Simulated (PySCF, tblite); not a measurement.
Isomers of C4H12N2SSi2, one GFN2-xTB conformer each. Single-point energies are computed at PBE0/pcSseg-1 (PySCF, gas phase, no added dispersion term), electronic only.

```json
{"SMILES": "C=N[Si@@H]1CCN[Si@H]1SC", "GFN2-xTB relative energy (kJ/mol)": "44.0"}
{"SMILES": "CC[Si@H](CC#N)S[SiH2]N", "GFN2-xTB relative energy (kJ/mol)": "0.0"}
```

Conformers: `[CH2:1]=[N:2][Si@@H:3]1[CH2:4][CH2:5][NH:6][Si@H:7]1[S:8][CH3:9]` with C1–N2–Si3–C4 -135°, N6–Si7–S8–C9 -174°, N2–Si3–C4–C5 -145°, Si3–C4–C5–N6 44°, C4–C5–N6–Si7 -26°, C5–N6–Si7–S8 -124°; `[CH3:1][CH2:2][Si@H:3]([CH2:4][C:5]#[N:6])[S:7][SiH2:8][NH2:9]` with C1–C2–Si3–C4 66°, C2–Si3–C4–C5 -65°, C2–Si3–S7–Si8 154°, Si3–S7–Si8–N9 49°, S7–Si8–N9–H 180° and 44°.

**Question.** What does PBE0/pcSseg-1 give for the same structures?

**Answer.** 
```csv
SMILES,PBE0/pcSseg-1 E (Eh),PBE0/pcSseg-1 (kJ/mol),GFN2-xTB (kJ/mol),point group
CC[Si@H](CC#N)S[SiH2]N,-1245.63892,0.0,0.0,C1
C=N[Si@@H]1CCN[Si@H]1SC,-1245.58950,129.7,44.0,C1
```

Both levels put the same isomer lowest. As drawn, the lower has a C≡N group, which the higher lacks; the higher has a C=N bond and an Si–Si bond, which the lower lacks.

**Question.** Which frontier levels, dipoles and rotational constants go with these structures?

**Answer.** 
| SMILES | HOMO (eV, PBE0/pcSseg-1) | LUMO (eV) | dipole (D) | A, B, C (MHz) |
| --- | --- | --- | --- | --- |
| CC[Si@H](CC#N)S[SiH2]N | -7.45 | -0.05 | 4.68 | 1273, 723.2, 603.9 |
| C=N[Si@@H]1CCN[Si@H]1SC | -6.26 | -0.95 | 2.31 | 1244, 754.6, 510.2 |

**Question.** What happens when harmonic zero-point energies from GFN2-xTB frequencies are added?

**Answer.** 
```csv
SMILES,ZPE (kJ/mol),electronic (kJ/mol),with ZPE (kJ/mol)
CC[Si@H](CC#N)S[SiH2]N,404.7,0.0,0.0
C=N[Si@@H]1CCN[Si@H]1SC,410.5,129.7,135.5
```

The zero-point energies span 5.8 kJ/mol. The order is unchanged.
